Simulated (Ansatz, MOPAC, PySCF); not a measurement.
NH3 (SMILES N) and C2H6 (SMILES CC) are pulled apart as rigid monomers along the line of their centres of mass, from the B3LYP-D3(BJ)/def2-TZVP minimum. Starting geometry (charge 0, multiplicity 1):
| atom | x (Å) | y (Å) | z (Å) |
|---|---|---|---|
| N | -0.0858 | -0.0201 | -0.2018 |
| H | -0.2269 | 0.4751 | -1.0748 |
| H | 0.3915 | 0.6109 | 0.4318 |
| H | 0.5449 | -0.7912 | -0.3890 |
| C | -0.6012 | -0.6083 | 3.3571 |
| C | 0.4661 | 0.4828 | 3.3486 |
| H | -0.9389 | -0.8303 | 2.3440 |
| H | -1.4717 | -0.3019 | 3.9408 |
| H | -0.2184 | -1.5314 | 3.7977 |
| H | 1.3449 | 0.1745 | 2.7769 |
| H | 0.8045 | 0.7242 | 4.3584 |
| H | 0.0850 | 1.4043 | 2.9027 |

Interaction energies with rigid monomers; basis-set methods are counterpoise corrected unless marked otherwise.

Frozen-core correlation. Rows in 6-31G* carry no dispersion term and start afresh at each structure (6-31G* with six Cartesian d functions). The state reached by PM3 isn't checked.

Run with Ansatz (an electronic-structure program) with Gaussian orbitals; MOPAC for PM3 (differences of heats of formation); PySCF for 6-31G* rows, the dispersion terms. Values without a source in brackets are computed.

```tsv
H3···C6 (Å)	PM3 (kcal/mol)	B3LYP/6-31G* (kcal/mol)	PBE0-D3(BJ)/def2-TZVPPD (kcal/mol)	MP2/aug-cc-pVDZ (kcal/mol)	SCS-MP2/aug-cc-pVDZ (kcal/mol)
2.63	0.48	0.87	-0.71	-0.15	0.41
2.92	-0.29	0.07	___	-0.81	-0.46
3.36	-0.21	-0.10	-0.98	-0.73	-0.56
4.09	-0.05	___	-0.45	-0.34	-0.27
5.26	-0.01	-0.02	-0.11	-0.09	-0.08
```

Complete the blanks.


- 4.09, B3LYP/6-31G* (kcal/mol): -0.04
- 2.92, PBE0-D3(BJ)/def2-TZVPPD (kcal/mol): -1.18
